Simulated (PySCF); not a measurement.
## Worked example: dipole moment from atomic charges

In(Cl)(Br)(OH) (BrClHInO), SMILES [In]([Br])([Cl])[OH]. Atoms are numbered in the order given.

```xyz
5

In     0.2927     0.4549     0.0000
Cl    -1.3861     2.1029     0.0000
Br    -0.3075    -1.9420     0.0000
O      2.2108     0.9961     0.0000
H      2.2975     1.9616     0.0000
```
Charge 0, spin multiplicity 1.

Geometry: B3LYP-D3(BJ)/def2-SVP. The structure was generated by enumeration; whether it is a known compound was not checked. The def2 effective core potentials stand for the cores of In; spin–orbit coupling is left out. Other conformers were not sampled.

Charges (e) from PBE/def2-TZVP (PySCF):

```json
[
 {"atom": "In1", "Mulliken": "0.855", "ESP fit": "0.685"},
 {"atom": "Cl2", "Mulliken": "-0.321", "ESP fit": "-0.273"},
 {"atom": "Br3", "Mulliken": "-0.288", "ESP fit": "-0.175"},
 {"atom": "O4", "Mulliken": "-0.559", "ESP fit": "-0.600"},
 {"atom": "H5", "Mulliken": "0.312", "ESP fit": "0.363"}
]
```

The dipole moment of the full density is 1.12 D.

Problem. What dipole moment does each set of point charges give, and which comes closer to that of the density?

Solution. 
μ = Σ q r, and 1 e Å = 4.8032 D.
Mulliken: Σ q r = (0.265, 0.328, 0.000) e Å, |μ| = 2.03 D.
ESP fit: Σ q r = (0.140, 0.192, 0.000) e Å, |μ| = 1.14 D.
ESP fit comes closer in size. Point charges leave out the atoms' own dipoles (lone pairs, polarised bonds); fits to the potential absorb them, partitions of the density don't.
